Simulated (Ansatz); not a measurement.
```tsv
atom	x (Å)	y (Å)	z (Å)
C	0.0000	0.7050	0.0000
C	-1.3410	1.1407	0.0000
C	-2.1698	0.0000	0.0000
C	-1.3410	-1.1407	0.0000
C	0.0000	-0.7050	0.0000
C	1.1024	1.5841	0.0000
C	2.4770	1.2704	0.0000
C	3.0888	0.0000	0.0000
C	2.4770	-1.2704	0.0000
C	1.1024	-1.5841	0.0000
H	-1.6763	2.1726	0.0000
H	-3.2548	0.0000	0.0000
H	-1.6763	-2.1726	0.0000
H	0.8609	2.6419	0.0000
H	3.1535	2.1187	0.0000
H	4.1738	0.0000	0.0000
H	3.1535	-2.1187	0.0000
H	0.8609	-2.6419	0.0000
```

Basis set: def2-TZVP (spherical functions). Charge 0, multiplicity 3.

Computed with Ansatz (development build ahead of 0.2.0); each method stands on the lowest determinant of its kind that the runs found. Restricted functionals stand beside restricted open-shell atoms, which can lie above the unrestricted atoms usual in DFT and then raise those values.

Problem. Give the atomization energy at this shape (free ground-state atoms in the same class of orbitals less the molecule, no zero-point energy) of triplet C₁₀H₈ by ωB97X (unrestricted), PBE0 (unrestricted), PBE0 (restricted open-shell).

Solution.

```tsv
method	atomization energy
ωB97X (unrestricted)	90.13 eV
PBE0 (unrestricted)	91.84 eV
PBE0 (restricted open-shell)	92.29 eV
```

Caution: another spin multiplicity may lie lower.

The shape needn't be a minimum at these levels.
